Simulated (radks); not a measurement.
The numbers below are computed, except where a source is named.
Neutral iodine, 53 electrons, occupied as [Kr] 4d8 5s2 5p5 4f2 (not the ground configuration).

Level of theory: scalar-relativistic Kohn-Sham, B86b exchange with PBE correlation, spin-polarised, spherical densities, finite nucleus; open shells are filled with parallel spins first (spin-orbit coupling, left out, can overturn this in heavy ions); Fermi nuclear charge, rms radius 4.75 fm (a radial shooting solver on a logarithmic mesh with Libxc functionals).

Energy parts (eV):
part                       energy
total                 -193535.622
kinetic                203145.892
electron-nucleus      -466975.672
Hartree                 75205.761
exchange-correlation    -4911.603

Orbitals (lengths in bohr, moments of r in powers of bohr; <r^-3> diverges for s and p1/2):
orbital,occ.,eigenvalue (eV),<r^-3>
1s up,1,-33016.59,-
1s down,1,-33016.53,-
2s up,1,-5128.179,-
2s down,1,-5127.429,-
2p up,3,-4605.987,5772
2p down,3,-4605.386,5773
3s up,1,-1058.674,-
3s down,1,-1058.266,-
3p up,3,-889.4970,1105
3p down,3,-889.0317,1105
3d up,5,-636.4240,152.3
3d down,5,-635.7343,152.3
4s up,1,-207.9326,-
4s down,1,-205.4277,-
4p up,3,-154.2125,222.6
4p down,3,-151.7092,222.6
4d up,5,-75.2967,24.11
4d down,3,-72.8706,24.05
5s up,1,-31.9246,-
5s down,1,-30.5108,-
5p up,3,-19.2907,29.86
5p down,2,-18.0543,29.07
4f up,2,-0.5216,0.2655

The highest occupied level is 4f up at -0.522 eV. The electron density at the nucleus is 2.572e+05 e/bohr^3 (large components only). The spin density at the nucleus is -0.930 e/bohr^3 (1s -0.317, 2s -1.846, 3s 0.311, 4s -0.731, 5s 1.654).
